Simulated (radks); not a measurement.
Task: Species: Rb2+. Configuration: [Ar] 3d10 4s2 4p5 (the NIST ground configuration). Method: Dirac Kohn-Sham, PBE, spin-unpolarised, spherical densities, finite nucleus; open shells fill j = l - 1/2 first; Fermi nuclear charge, rms radius 4.2036 fm; computed with a radial shooting solver on a logarithmic mesh with Libxc functionals. Some entries of the table are withheld. Estimate them.

| orbital | occ. | eigenvalue (eV) | <r> (bohr) | <1/r> (bohr^-1) |
|---|---|---|---|---|
| 1s1/2 | 2 | -15047.98 | 0.04029 | 37.88 |
| 2s1/2 | 2 | -2027.211 | 0.1776 | 8.503 |
| 2p1/2 | 2 | -1840.535 | (1) | (2) |
| 2p3/2 | 4 | -1779.747 | (3) | (4) |
| 3s1/2 | 2 | -317.7725 | 0.5103 | 2.824 |
| 3p1/2 | 2 | -250.8835 | 0.5115 | 2.712 |
| 3p3/2 | 4 | -241.7476 | 0.5219 | 2.637 |
| 3d3/2 | 4 | -124.7311 | 0.5225 | 2.403 |
| 3d5/2 | 6 | -123.1788 | 0.5263 | 2.384 |
| 4s1/2 | 2 | -50.3164 | 1.423 | 0.9423 |
| 4p1/2 | 2 | -34.3639 | 1.617 | (5) |
| 4p3/2 | 3 | -33.3845 | 1.648 | (6) |

Result: 
(1) 2p1/2 <r> (bohr): 0.1523
(2) 2p1/2 <1/r> (bohr^-1): 8.473
(3) 2p3/2 <r> (bohr): 0.1563
(4) 2p3/2 <1/r> (bohr^-1): 8.161
(5) 4p1/2 <1/r> (bohr^-1): 0.8191
(6) 4p3/2 <1/r> (bohr^-1): 0.8011
